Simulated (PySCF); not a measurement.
C2H10BNSSi.
Structure used (PBE0-D3(BJ)/def2-SVP), in Å, numbered top down from 1:
```
atom  x, y, z in Å
C1    -1.936    0.975   -0.488
N2    -1.076   -0.085   -0.017
C3    -1.774   -1.133    0.687
B4     0.300   -0.068   -0.250
S5     1.379   -1.421    0.350
Si6    3.241   -0.670   -0.410
H7    -2.464    1.462    0.352
H8    -2.704    0.588   -1.181
H9    -1.346    1.735   -1.014
H10   -2.515   -1.626    0.033
H11   -1.069   -1.896    1.044
H12   -2.316   -0.728    1.560
H13    0.780    0.860   -0.860
H14    3.578    0.657    0.185
H15    4.287   -1.662   -0.025
H16    3.209   -0.539   -1.897
```

Level of theory: delta-SCF UKS SCAN, pcX-2 on the ionised atom, pcseg-1 elsewhere, spin-free X2C in PySCF 2.14.0. Binding energies are ΔSCF values: E(core-ionised, relaxed orbitals) − E(ground state) at a fixed geometry, referred to the vacuum level.

Some binding energies are withheld.

| atom(s) | bonded to | level | binding energy (eV) |
| --- | --- | --- | --- |
| B4 | N, S and H | B 1s | ? |
| C1/C3 | N and 3 H | C 1s | 291.71 |
| N2 | 2 C and B | N 1s | 404.97 |
| Si6 | S and 3 H | Si 1s | ? |
| Si6 | S and 3 H | Si 2p3/2 | 106.93 |
| S5 | B and Si | S 1s | ? |
| S5 | B and Si | S 2p3/2 | 168.34 |

(1) What is the S 1s binding energy of S5?

(2) Fill in B 1s for B4.

(3) What is the Si 1s binding energy of Si6?

(4) Express the binding energy of Si 1s of Si6 in atomic units and per mole.

Results:

(1) 2476.15 eV (sulfur bonded to B and Si).

(2) 195.47 eV (three-coordinate boron).

(3) 1846.75 eV (SiH3 silicon).

(4) 1846.75 eV = 67.8668 Eh = 178184 kJ/mol.

One atom of each set of topologically equivalent atoms was ionised and stands for the set; in this conformer not all members are related by symmetry, and their own values weren't computed. Spin contamination (⟨S²⟩ against 0.75 for a pure doublet) is marked for B 1s of B4 (0.86), which makes this value less certain. The 2p values add to the ΔSCF energy of one spin-free hole a correction within the shell (spin–orbit coupling, ligand field). 2p1/2 minus 2p3/2 (ligand field included): Si 0.62 eV, S 1.23 eV. Isolated species at its PBE0-D3(BJ)/def2-SVP geometry (one conformer only).

Time: 57 s wall; peak memory 0.75 GiB. Hardware: one thread, Arm Neoverse V2 (aarch64), shared host with 96 logical CPUs at a one-minute load of 64.
